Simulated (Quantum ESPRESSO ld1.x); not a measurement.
The numbers below are computed, except where a source is named.
Question: S2+, configuration [Ne] 3s2 3p2. Code: ld1.x of Quantum ESPRESSO 7.5. Model: non-relativistic Kohn-Sham, revPBE, spin-unpolarised, spherical densities, point nucleus. Some entries of the table are withheld. Estimate them.

| orbital | occ. | eigenvalue (eV) | <r^2> (bohr^2) |
|---|---|---|---|
| 1s | 2 | (1) | 0.01272 |
| 2s | 2 | (2) | (3) |
| 2p | 6 | -182.242 | (4) |
| 3s | 2 | (5) | 2.874 |
| 3p | 2 | -27.9660 | (6) |

Answer: 
(1) 1s eigenvalue (eV): -2424.45
(2) 2s eigenvalue (eV): -236.256
(3) 2s <r^2> (bohr^2): 0.2741
(4) 2p <r^2> (bohr^2): 0.2441
(5) 3s eigenvalue (eV): -39.2463
(6) 3p <r^2> (bohr^2): 3.637
